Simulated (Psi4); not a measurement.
CH5AlO2, singlet, geometry from GFN2-xTB (such geometries of metal compounds can be far from the true shape); SVWN/STO-3G run with Psi4.

Here is a job for Psi4.
```
memory 2 GB

molecule mol {
0 1
  Al    0.077495    0.072760    0.005579
  C    -1.429124   -1.224157   -0.136255
  H    -1.103574   -2.145534   -0.615245
  H    -2.255784   -0.816331   -0.712402
  H    -1.800166   -1.498175    0.849291
  O    -0.039166    1.511442   -0.787356
  H    -0.099529    2.338246   -1.240171
  O     1.375252   -0.372392    0.916601
  H     2.137670   -0.591536    1.429574
}

set basis sto-3g
set reference rks
set dft_spherical_points 194

energy('svwn')
print_variables()
```

It wrote (shortened):

```
   => Loading Basis Set <=

    Name: STO-3G
    Role: ORBITAL
    Keyword: BASIS

         ---------------------------------------------------------
                                   SCF
               by Justin Turney, Rob Parrish, Andy Simmonett
                          and Daniel G. A. Smith
                              RKS Reference
         ---------------------------------------------------------

  ==> Geometry <==

    Molecular point group: c1
    Full point group: C1

    Geometry (in Angstrom), charge = 0, multiplicity = 1:

       Center              X                  Y                   Z               Mass
    ------------   -----------------  -----------------  -----------------  -----------------
         AL           0.035839962937     0.036478978264     0.001743757447    26.981538530000
         C           -1.470779037063    -1.260438021736    -0.140090242553    12.000000000000
         H           -1.145229037063    -2.181815021736    -0.619080242553     1.007825032230
         H           -2.297439037063    -0.852612021736    -0.716237242553     1.007825032230
         H           -1.841821037063    -1.534456021736     0.845455757447     1.007825032230
         O           -0.080821037063     1.475160978264    -0.791191242553    15.994914619570
         H           -0.141184037063     2.301964978264    -1.244006242553     1.007825032230
         O            1.333596962937    -0.408673021736     0.912765757447    15.994914619570
         H            2.096014962937    -0.627817021736     1.425738757447     1.007825032230

  Running in c1 symmetry.

  Rotational constants: A =      0.20791  B =      0.19041  C =      0.10122 [cm^-1]
  Rotational constants: A =   6232.87975  B =   5708.49654  C =   3034.56450 [MHz]
  Nuclear repulsion =  159.127999830465683

  Charge       = 0
  Multiplicity = 1
  Electrons    = 40
  Nalpha       = 20
  Nbeta        = 20

  ==> Algorithm <==

  SCF Algorithm Type is DF.
  DIIS enabled.
  MOM disabled.
  Fractional occupation disabled.
  Guess Type is SAD.
  Energy threshold   = 1.00e-06
  Density threshold  = 1.00e-06
  Integral threshold = 1.00e-12

  ==> Primary Basis <==

  Basis Set: STO-3G
    Blend: STO-3G
    Number of shells: 19
    Number of basis functions: 29
    Number of Cartesian functions: 29
    Spherical Harmonics?: true
    Max angular momentum: 1

  ==> DFT Potential <==

   => LibXC <=

    Version 7.1.2
[...]
   @DF-RKS iter   4:  -426.71835147891221   -1.63743e-03   1.18952e-03 DIIS/ADIIS
   @DF-RKS iter   5:  -426.71909932015916   -7.47841e-04   1.34427e-04 DIIS/ADIIS
   @DF-RKS iter   6:  -426.71911046969535   -1.11495e-05   5.62932e-05 DIIS
   @DF-RKS iter   7:  -426.71911213410277   -1.66441e-06   2.08775e-05 DIIS
   @DF-RKS iter   8:  -426.71911238937520   -2.55272e-07   2.06689e-06 DIIS
   @DF-RKS iter   9:  -426.71911239224971   -2.87451e-09   1.66591e-07 DIIS
  Energy and wave function converged.

  ==> Post-Iterations <==

   Electrons on quadrature grid:
      Ntotal   =   40.0002195809 ; deviation = 2.196e-04

    Orbital Energies [Eh]
    ---------------------

    Doubly Occupied:

[...]
    Virtual:

[...]
    Final Occupation by Irrep:
              A
    DOCC [    20 ]
    NA   [    20 ]
    NB   [    20 ]

  @DF-RKS Final Energy:  -426.71911239224971

   => Energetics <=

    Nuclear Repulsion Energy =            159.1279998304656829
    One-Electron Energy =                -913.6976302540024335
    Two-Electron Energy =                 369.6029300890807008
    DFT Exchange-Correlation Energy =     -41.7524120577936628
    Empirical Dispersion Energy =           0.0000000000000000
    VV10 Nonlocal Energy =                  0.0000000000000000
    Total Energy =                       -426.7191123922497127

Computation Completed

Properties will be evaluated at   0.000000,   0.000000,   0.000000 [a0]

Properties computed using the SCF density matrix

 Multipole Moments:

 ------------------------------------------------------------------------------------
     Multipole            Electronic (a.u.)      Nuclear  (a.u.)        Total (a.u.)
 ------------------------------------------------------------------------------------

 L = 1.  Multiply by 2.5417464519 to convert [e a0] to [Debye]
 Dipole X            :          3.6122007           -3.1486720            0.4635287
 Dipole Y            :          3.1517529           -2.7424327            0.4093202
 Dipole Z            :          0.3275464           -0.2898948            0.0376516
 Magnitude           :                                                    0.6195317

 ------------------------------------------------------------------------------------

  Variable Map:
  ----------------------------------------------------------------------------
[...]
  Array Variable Map:
  ----------------------------------------------------------------------------
[...]
[...]
```
